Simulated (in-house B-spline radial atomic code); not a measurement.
# TDHF excitations of Ga⁺

Method: TDHF. Computed with an all-electron radial atomic-structure program (B-spline basis): linear response of the closed shell [Ar] 3d10 4s2 with bare exchange (time-dependent Hartree-Fock); scalar-relativistic (spin-free one-electron X2C), finite nucleus, no spin-orbit coupling, no double excitations, S, P, D and F terms only; shells from n = 2 respond. Only terms of natural parity with L up to 3 were computed.

Command:
```bash
python run_td.py task.json out
```
Settings (radii: box in bohr, nucleus in fm):
```
Z                        31
electrons                30
configuration            [Ar] 3d10 4s2
hamiltonian              x2c
method                   hf
box_radius               41.61
rms_radius               3.9973
intervals                75
```

Run time, properties included: 2.2 s on 1 thread of Arm Neoverse N1, on a shared host.

The lowest states, in the order of their Tamm-Dancoff energies; the method's threshold (minus the highest occupied level) is 19.034 eV. Labels give the largest channel, * marks a mixed state, and oscillator strengths are full-response dipole values. Measured ¹D terms are left out, since they can mix with doubly excited terms. Energies in eV:

```csv
state,full response,Tamm-Dancoff,oscillator strength,measured (J-weighted term)
4s → 4p 3P,4.082,4.691,-,5.987
4s → 4p 1P,8.016,8.307,1.69,8.766
4s → 5s 3S,11.407,11.429,-,12.764
4s → 5s 1S,12.128,12.148,-,13.224
4s → 4d 3D,12.774,12.784,-,14.116
4s → 4d 1D,13.223,13.232,-,-
4s → 5p 3P,13.334,13.358,-,14.708
4s → 5p 1P,13.715,13.755,0.00642,-
4s → 6s 3S,15.070,15.075,-,-
4s → 6s 1S,15.281,15.288,-,-
4s → 5d 3D,15.573,15.576,-,-
4s → 4f 3F,15.611,15.611,-,-
4s → 4f 1F,?,?,-,-
4s → 5d 1D,15.737,15.741,-,-
4s → 6p 3P,15.820,15.827,-,-
4s → 6p 1P,?,?,?,-
```

Q: Where does 4s → 4f 1F lie?

A: At 15.635 eV in full response, 15.635 eV in Tamm-Dancoff.

Q: Where does 4s → 6p 1P lie?

A: At 15.951 eV in full response, 15.964 eV in Tamm-Dancoff, oscillator strength 6.48e-06.

Q: How large is the singlet-triplet splitting of 4s → 4p (P terms) in Tamm-Dancoff?

A: 3.62 eV, from the unrounded values.

Q: What polarisabilities and dispersion coefficient does the method give?

A: Dipole 21.28 bohr³, quadrupole 90.7 bohr⁵, C6 113.5 hartree·bohr⁶ for two such species.
